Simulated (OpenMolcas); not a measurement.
# Multiplet structure of Ni III

```yaml
Program: OpenMolcas 26.06
Method: "SS-CASPT2, IPEA 0.25 Eh, imaginary shift 0.1 Eh (closed shells correlated: 3s 3p)"
Basis: ANO-RCC-VQZP [7s6p4d3f2g1h]
Scalar_Hamiltonian: DKH2, point nucleus
Active_space: 8 electrons in 10 orbitals (3d 4d)
State_averaging: 2S+1 = 3 even, 10 roots; 2S+1 = 1 even, 15 roots
Spin-orbit_coupling: RASSI with atomic mean-field integrals over the reference wave functions, term energies averaged over their components
```

With spin-orbit coupling, above the lowest level:

```tsv
Configuration	Term	J	E (cm⁻¹)	Measured (cm⁻¹)	g	Term weight %	Second
3d⁸	³F	4	0.0	0.0	1.250	100	
3d⁸	³F	3	1358	1361	1.084	100	
3d⁸	³F	2	2270	2270	0.669	99	
3d⁸	¹D	2	13710	14032	1.055	88	11 ³P
3d⁸	³P	2	16830	16662	1.443	89	11 ¹D
3d⁸	³P	1	17160	16978	1.501	100	
3d⁸	³P	0	17420	17231		100	
3d⁸	¹G	4	23330	23109	1.000	100	
3d⁸	¹S	0	52820	52532		100
```

Against the 8 measured excited levels shown (Corliss and Sugar, J. Phys. Chem. Ref. Data 10, 197 (1981)) the mean absolute deviation is 170 cm-1; the largest miss in energy is 3d⁸ ¹D₂: computed 13710, measured 14032 cm⁻¹ (-2.3 %).

Spin-orbit coupling puts the lowest level 1023 cm⁻¹ below the lowest spin-free term.

A least-squares Racah fit to the terms below 60000 cm-1, each weighted by 2L + 1 and with a free common offset, gives B = 1123 cm-1 and C = 4022 cm-1 (C/B = 3.58), with an rms deviation of 704 cm-1.

For ³F the intervals divided by the larger J are -302.7, -339.4 cm-1. Landé's interval rule makes them equal in pure LS coupling; they differ by 11 % of their mean. The multiplet is inverted.

CASPT2 breaks the degeneracy within a term, and the mean is taken; among the terms shown or strongly mixed into the levels shown the widest spread is 610 cm-1 (3d⁸ ¹G). Active for correlation alone: 4d; no level in the range computed is led by a configuration that fills it, so any true level of that kind is missing. Measured partners are found by configuration, term and J. A level has none where our copy of the source lacks it or the pairing is in doubt (some pairs that miss far off the trend of their configuration count as doubtful), and it then counts in no deviation. Levels of configurations outside the active space are missing. The first state left out of the spin-orbit step lies near 320000 cm-1 above the lowest spin-free state of the reference (among the parities and spins computed), and the list stops at four fifths of that energy or lower.

The term weight is that of the spin-free term in the level, not the purity of its configuration.
